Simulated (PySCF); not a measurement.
O2 (SMILES O=O), triplet, geometry from GFN2-xTB; M062X/6-311G** (PySCF).

Input for PySCF:
```python
from pyscf import gto, scf, dft

mol = gto.Mole()
mol.atom = '''
    O    -0.000000   -0.000000   -0.604911
    O     0.000000    0.000000    0.604911
'''
mol.basis = '6-311g**'
mol.charge = 0
mol.spin = 2
mol.verbose = 4
mol.symmetry = True
mol.symmetry_subgroup = 'D2h'
mol.build()

mf = dft.UKS(mol)
mf.xc = 'm062x'
mf.kernel()
mf.analyze()
```

The log (banner, timings and long lists left out):

```
PySCF version 2.14.0

[INPUT] verbose = 4
[INPUT] num. atoms = 2
[INPUT] num. electrons = 16
[INPUT] charge = 0
[INPUT] spin (= nelec alpha-beta = 2S) = 2
[INPUT] symmetry True subgroup D2h
[INPUT] Mole.unit = angstrom
[INPUT] Symbol           X                Y                Z      unit          X                Y                Z       unit  Magmom
[...]
nuclear repulsion = 27.9936565039155
point group symmetry = Dooh, use subgroup D2h
symmetry origin: [0. 0. 0.]
symmetry axis x: [1. 0. 0.]
symmetry axis y: [0. 1. 0.]
symmetry axis z: [0. 0. 1.]
num. orbitals of irrep Ag = 9
num. orbitals of irrep B1g = 1
num. orbitals of irrep B2g = 4
num. orbitals of irrep B3g = 4
num. orbitals of irrep Au = 1
num. orbitals of irrep B1u = 9
num. orbitals of irrep B2u = 4
num. orbitals of irrep B3u = 4
number of shells = 16
number of NR pGTOs = 62
number of NR cGTOs = 36
basis = 6-311g**
ecp = {}

******** <class 'pyscf.dft.uks_symm.SymAdaptedUKS'> ********
method = SymAdaptedUKS
initial guess = minao
damping factor = 0
level_shift factor = 0
DIIS = <class 'pyscf.scf.diis.CDIIS'>
diis_start_cycle = 1
diis_space = 8
diis_damp = 0
SCF conv_tol = 1e-09
SCF conv_tol_grad = None
SCF max_cycles = 50
direct_scf = True
direct_scf_tol = 1e-13
number electrons alpha = 9  beta = 7
XC library pyscf.dft.libxc version 7.1.2
    S. Lehtola, C. Steigemann, M. J. T. Oliveira, and M. A. L. Marques,  SoftwareX 7, 1–5 (2018)
XC functionals = m062x
    Y. Zhao and D. G. Truhlar,  Theor. Chem. Acc. 120, 215 (2008)
    Y. Zhao and D. G. Truhlar,  Theor. Chem. Acc. 120, 215 (2008)
radial grids:
    Treutler-Ahlrichs [JCP 102, 346 (1995); DOI:10.1063/1.469408] (M4) radial grids

becke partition: Becke, JCP 88, 2547 (1988); DOI:10.1063/1.454033
pruning grids: <function nwchem_prune>
grids dens level: 3
symmetrized grids: True
atomic radii adjust function: <function treutler_atomic_radii_adjust>
small_rho_cutoff = 0
Freeze 0 electrons in irreps []
    16 free electrons in irreps Ag B1g B2g B3g Au B1u B2u B3u
Set gradient conv threshold to 3.16228e-05
tot grids = 28168
init E= -150.41439819774

cycle= 1 E= -150.285025444304  delta_E= 0.129  |g|= 0.221  |ddm|= 1.05
cycle= 2 E= -150.30043892582  delta_E= -0.0154  |g|= 0.0928  |ddm|= 0.185
cycle= 3 E= -150.303027455373  delta_E= -0.00259  |g|= 0.0192  |ddm|= 0.0517
cycle= 4 E= -150.303214793564  delta_E= -0.000187  |g|= 0.00604  |ddm|= 0.0183
cycle= 5 E= -150.303232086748  delta_E= -1.73e-05  |g|= 0.000433  |ddm|= 0.0058
[...]
converged SCF energy = -150.303232217631  <S^2> = 2.0101697  2S+1 = 3.0067722
Total Energy =                        -150.303232217630722
[...]
alpha MO #35 (Ag #9), energy= 49.61617995319 occ= 0
alpha MO #36 (B1u #9), energy= 49.8015672346819 occ= 0
beta  MO #1 (Ag #1), energy= -19.7583167549974 occ= 1
beta  MO #2 (B1u #1), energy= -19.7576010910459 occ= 1
beta  MO #3 (Ag #2), energy= -1.37512651614509 occ= 1
beta  MO #4 (B1u #2), energy= -0.856057426432315 occ= 1
beta  MO #5 (Ag #3), energy= -0.587635283058411 occ= 1
beta  MO #6 (B2u #1), energy= -0.53157357721942 occ= 1
beta  MO #7 (B3u #1), energy= -0.531573577219421 occ= 1
beta  MO #8 (B2g #1), energy= -0.0523397590237582 occ= 0
beta  MO #9 (B3g #1), energy= -0.0523397590237589 occ= 0
beta  MO #10 (B1u #3), energy= 0.312798753054096 occ= 0
beta  MO #11 (B2u #2), energy= 0.775043054656546 occ= 0
beta  MO #12 (B3u #2), energy= 0.775043054656544 occ= 0
beta  MO #13 (Ag #4), energy= 0.778744316652734 occ= 0
beta  MO #14 (B1u #4), energy= 0.794489705441869 occ= 0
beta  MO #15 (Ag #5), energy= 0.866321264252541 occ= 0
beta  MO #16 (B2g #2), energy= 0.895239202984871 occ= 0
beta  MO #17 (B3g #2), energy= 0.895239202984873 occ= 0
beta  MO #18 (B1u #5), energy= 1.3291758008211 occ= 0
beta  MO #19 (B2u #3), energy= 2.35598094852057 occ= 0
beta  MO #20 (B3u #3), energy= 2.35598094852057 occ= 0
beta  MO #21 (Ag #6), energy= 2.68179771717331 occ= 0
beta  MO #22 (B1g #1), energy= 2.68179902987082 occ= 0
beta  MO #23 (Ag #7), energy= 2.94163973269189 occ= 0
beta  MO #24 (Au #1), energy= 2.95990593756596 occ= 0
beta  MO #25 (B1u #6), energy= 2.95990663221936 occ= 0
beta  MO #26 (B2g #3), energy= 3.52251436919763 occ= 0
beta  MO #27 (B3g #3), energy= 3.52251436919763 occ= 0
beta  MO #28 (B1u #7), energy= 3.8513636231101 occ= 0
beta  MO #29 (B2u #4), energy= 4.68279451562591 occ= 0
beta  MO #30 (B3u #4), energy= 4.68279451562591 occ= 0
beta  MO #31 (Ag #8), energy= 4.77810165419613 occ= 0
beta  MO #32 (B2g #4), energy= 4.98157574588297 occ= 0
beta  MO #33 (B3g #4), energy= 4.98157574588298 occ= 0
beta  MO #34 (B1u #8), energy= 6.06844112556478 occ= 0
beta  MO #35 (Ag #9), energy= 49.6028701713432 occ= 0
beta  MO #36 (B1u #9), energy= 49.7879147719095 occ= 0
 ** Mulliken pop alpha/beta on meta-lowdin orthogonal AOs **
 ** Mulliken pop       alpha | beta **
[...]
In total             9.00000 | 7.00000
 ** Mulliken atomic charges   ( Nelec_alpha | Nelec_beta ) **
charge of  0O =     -0.00000  (     4.50000      3.50000 )
charge of  1O =      0.00000  (     4.50000      3.50000 )
Dipole moment(X, Y, Z, Debye):  0.00000,  0.00000,  0.00000
```
